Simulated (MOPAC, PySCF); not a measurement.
[Zr(NH2)2(H)2], neutral singlet in the gas phase. 

Z-matrix (Å, degrees):
```
Zr
N 1 2.0218
H 2 1.0284 1 129.69
H 2 1.0315 3 107.85 1 -177.44
N 1 2.0221 2 112.94 3 25.24
H 5 1.0289 1 127.91 2 -32.25
H 5 1.0311 6 107.88 1 177.60
H 1 1.8763 2 102.33 3 -84.55
H 1 1.8919 8 109.26 2 120.53
```
Charge 0, multiplicity 1.

All levels are single points at this geometry (BP86-D3(BJ)/def2-SVP); Pople sets use spherical d functions. Orbital energies aren't observables, and empty levels follow the basis.

| level | HOMO (eV) | LUMO (eV) | gap (eV) | dipole (D) | vertical IE, Delta-SCF (eV) |
|---|---|---|---|---|---|
| PBE-D3(BJ)/def2-TZVP in PySCF | -6.06 | -2.20 | 3.87 | 2.80 | – |
| TPSSh-D3(BJ)/def2-TZVP in PySCF | -6.78 | -1.66 | 5.11 | 2.77 | – |
| B3LYP/LANL2DZ in PySCF | -7.14 | -1.63 | 5.51 | 3.09 | – |
| M06-2X/6-31G* (LANL2DZ on Zr) in PySCF | -8.57 | -0.75 | 7.82 | 3.07 | – |
| HF/6-31G* (LANL2DZ on Zr) in PySCF | -10.67 | 1.38 | 12.05 | 3.01 | 9.64 |
| PM6 in MOPAC | -8.19 | 0.47 | 8.66 | 3.52 | – |
